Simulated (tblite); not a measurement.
Species: C4H12GeN2Si.
SMILES with atom numbers: `[CH3:1][C@@:2]([GeH3:3])([CH2:4][C:5]#[N:6])[SiH2:7][NH2:8]` (hydrogens: H9, H10, H11 on C1; H12, H13, H14 on Ge3; H15, H16 on C4; H17, H18 on Si7; H19, H20 on N8)

Computed with GFN2-xTB (tblite), gas phase: L-BFGS steps from a force-field or distance-geometry start until the largest atomic force falls under 0.01 eV/Å.

Step 4: E = -656.8929 eV
```
atom  x, y, z in Å  |  force x, y, z in eV/Å
C1     -0.0808   -0.8154   -1.3630   -0.218  -0.011   0.007
C2     -0.1939    0.0561   -0.1140    0.031   0.064  -0.039
Ge3    -1.1046    1.7670   -0.5878    0.037  -0.164   0.041
C4     -0.9657   -0.6563    1.0122    0.019   0.014  -0.001
C5     -2.3127   -1.0249    0.6488    0.337   0.097  -0.010
N6     -3.3756   -1.3214    0.3492   -0.084   0.006  -0.052
Si7     1.5489    0.5243    0.5004    0.015   0.169  -0.067
N8      2.4327   -0.9012    0.9369    0.174   0.098  -0.206
H9      0.5203   -0.3156   -2.1259   -0.048   0.000   0.069
H10    -1.0672   -1.0163   -1.7956    0.086  -0.017   0.069
H11     0.3890   -1.7697   -1.1319   -0.002  -0.083   0.002
H12    -2.4763    1.4703   -1.1340    0.099   0.168   0.023
H13    -1.2182    2.6276    0.6520   -0.030  -0.024  -0.248
H14    -0.2825    2.4842   -1.6353   -0.211  -0.010   0.166
H15    -0.4280   -1.5601    1.3098    0.000  -0.126  -0.004
H16    -1.0218   -0.0066    1.8970   -0.019  -0.010  -0.120
H17     2.2577    1.2264   -0.5750   -0.071   0.184  -0.115
H18     1.4189    1.3979    1.6631    0.060  -0.060   0.141
H19     3.3236   -0.6657    1.3559   -0.117  -0.207   0.087
H20     2.6308   -1.4898    0.1338   -0.059  -0.088   0.258
```

Step 5: E = -656.9187 eV
```
atom  x, y, z in Å  |  force x, y, z in eV/Å
C1     -0.0843   -0.8152   -1.3549   -0.200  -0.076  -0.154
C2     -0.1918    0.0602   -0.1114    0.029  -0.061  -0.119
Ge3    -1.1046    1.7594   -0.5862    0.046  -0.154   0.036
C4     -0.9574   -0.6571    1.0066   -0.091  -0.018   0.127
C5     -2.3049   -1.0216    0.6465    0.491   0.118  -0.007
N6     -3.3666   -1.3175    0.3495   -0.328  -0.053  -0.114
Si7     1.5468    0.5398    0.4940    0.157  -0.035   0.036
N8      2.4336   -0.8858    0.9269    0.230  -0.040  -0.206
H9      0.5139   -0.3183   -2.1185    0.015   0.048  -0.006
H10    -1.0679   -1.0194   -1.7961    0.086   0.013   0.138
H11     0.3868   -1.7718   -1.1347   -0.003  -0.066   0.065
H12    -2.4647    1.4828   -1.1306   -0.089   0.089  -0.046
H13    -1.2197    2.6232    0.6313   -0.040   0.079  -0.046
H14    -0.2991    2.4816   -1.6210   -0.075   0.062   0.016
H15    -0.4312   -1.5660    1.3094    0.059  -0.095  -0.021
H16    -1.0241   -0.0078    1.8871    0.021   0.034   0.002
H17     2.2518    1.2352   -0.5792   -0.030   0.259  -0.193
H18     1.4232    1.3922    1.6707    0.047  -0.018   0.148
H19     3.3239   -0.6798    1.3646   -0.194  -0.126   0.050
H20     2.6311   -1.5034    0.1430   -0.131   0.043   0.293
```

Step 6: E = -656.9299 eV
```
atom  x, y, z in Å  |  force x, y, z in eV/Å
C1     -0.0876   -0.8164   -1.3530   -0.079  -0.085  -0.156
C2     -0.1902    0.0609   -0.1117    0.049  -0.126  -0.086
Ge3    -1.1040    1.7535   -0.5849    0.023  -0.114   0.021
C4     -0.9538   -0.6580    1.0057   -0.060  -0.031   0.119
C5     -2.2990   -1.0196    0.6437    0.272   0.049  -0.053
N6     -3.3627   -1.3151    0.3491   -0.201  -0.016  -0.086
Si7     1.5483    0.5468    0.4915    0.184  -0.081   0.037
N8      2.4365   -0.8784    0.9195    0.142  -0.010  -0.084
H9      0.5108   -0.3190   -2.1150    0.030   0.052  -0.042
H10    -1.0679   -1.0208   -1.7946    0.007   0.006   0.121
H11     0.3855   -1.7734   -1.1352   -0.013  -0.047   0.075
H12    -2.4606    1.4901   -1.1298   -0.163   0.049  -0.072
H13    -1.2210    2.6224    0.6208   -0.042   0.117   0.050
H14    -0.3082    2.4813   -1.6139   -0.007   0.091  -0.056
H15    -0.4319   -1.5700    1.3088    0.074  -0.061  -0.022
H16    -1.0249   -0.0077    1.8826    0.038   0.054   0.069
H17     2.2484    1.2435   -0.5842   -0.033   0.263  -0.183
H18     1.4260    1.3891    1.6765    0.046  -0.021   0.123
H19     3.3218   -0.6884    1.3699   -0.147  -0.076   0.066
H20     2.6294   -1.5101    0.1510   -0.120  -0.013   0.159
```

Q: Estimate the geometry and energy of step 7. (The exact step hangs on the optimiser's Hessian estimate; all steps are aligned on step 6, rigid shifts and turns removed.)

A: E = -656.9423 eV, largest force 0.258 eV/Å
```
atom  x, y, z in Å  |  force x, y, z in eV/Å
C1     -0.0915   -0.8195   -1.3535    0.096  -0.066  -0.081
C2     -0.1874    0.0590   -0.1134    0.091  -0.164   0.004
Ge3    -1.1029    1.7447   -0.5831   -0.034  -0.018  -0.008
C4     -0.9501   -0.6596    1.0067    0.021  -0.039   0.059
C5     -2.2916   -1.0178    0.6385   -0.068  -0.048  -0.091
N6     -3.3589   -1.3117    0.3478    0.036   0.050  -0.041
Si7     1.5535    0.5532    0.4891    0.145  -0.036  -0.011
N8      2.4414   -0.8699    0.9108   -0.009   0.010   0.044
H9      0.5080   -0.3187   -2.1122    0.028   0.030  -0.076
H10    -1.0688   -1.0225   -1.7908   -0.106  -0.016   0.064
H11     0.3836   -1.7761   -1.1343   -0.022  -0.031   0.056
H12    -2.4598    1.4991   -1.1304   -0.191   0.010  -0.078
H13    -1.2233    2.6241    0.6105   -0.038   0.125   0.116
H14    -0.3181    2.4831   -1.6076    0.047   0.100  -0.108
H15    -0.4311   -1.5755    1.3078    0.071  -0.008  -0.011
H16    -1.0249   -0.0063    1.8796    0.055   0.048   0.107
H17     2.2439    1.2580   -0.5932   -0.062   0.224  -0.112
H18     1.4300    1.3850    1.6854    0.050  -0.048   0.057
H19     3.3174   -0.6992    1.3777   -0.017  -0.019   0.117
H20     2.6254   -1.5188    0.1617   -0.091  -0.105  -0.008
```

The energy changes by -0.0124 eV. The first-order estimate −F·Δx gives -0.0176 eV and the mean of the old and new forces, exact on a quadratic surface, -0.0124 eV. The step makes an angle of 57° with the force vector and moves no atom by more than 0.018 Å.

The cost below is that of the whole relaxation. Hardware: Arm Neoverse N1, one thread, on a shared host. Cost: 0.87 s.
